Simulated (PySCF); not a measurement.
Al(H)(OMe)(SeH) (CH5AlOSe), SMILES [O]([AlH][SeH])C.

Geometry optimised at PBE-D3(BJ)/def2-SVP. Other conformers were not sampled.

Method: PySCF with C-PCM-M06-2X/def2-SVP.

The values are the electrostatic part of the solvation free energy, E(continuum) − E(gas) at the gas-phase geometry, in a cavity of scaled van der Waals radii (PySCF's table); cavitation and dispersion terms are not included. A continuum can't describe solvent molecules that bind to the metal. In vacuum the orbital gap is 8.30 eV. The dipole moment in vacuum is 0.19 D.

Computed values in water (ε = 78.36), cyclohexanone (ε = 15.62), 1-octanol (ε = 9.86):
```csv
solvent,ε,ΔG(elec) (kcal/mol),dipole (D),gap (eV)
water,78.36,-5.3,0.26,8.59
cyclohexanone,15.62,-5.0,0.24,8.57
1-octanol,9.86,-4.8,0.24,8.56
```
